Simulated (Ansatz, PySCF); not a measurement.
**BiH5 in two programs**

BiH5 (singlet), relaxed with PySCF 2.14.0, RKS PBE0, Bi def2-SVP with ECP60, H def2-SVP; non-relativistic Hamiltonian with scalar-relativistic core potentials where named; density fitting; no spin-orbit coupling:

```xyz
6

Bi    0.0000    0.0000    0.0462
H     0.0000    0.0000    1.8442
H     1.5570    0.0000   -0.8520
H     0.0000    1.8673    0.0466
H    -1.5570    0.0000   -0.8520
H     0.0000   -1.8673    0.0466
```

There the HOMO–LUMO gap is 4.37 eV. 

The same geometry by Ansatz 0.2.0 (PBE, PAW, a periodic box with 9 Å of vacuum):

```
spin-orbit coupling  gap (eV)  largest force component (eV/Å)
            without      2.36                            0.18
```

What does the run with spin-orbit coupling give?

gap (eV): 2.38, largest force component (eV/Å): 0.14. It took 11 s on 2 threads of Arm Neoverse V2, with other jobs on the host, peak memory 1.9 GiB.

The spin-orbit runs use fully relativistic datasets of their own, so changes of a few hundredths of an eV needn't come from the coupling.

The two programs differ in functional, so their gaps don't test each other.
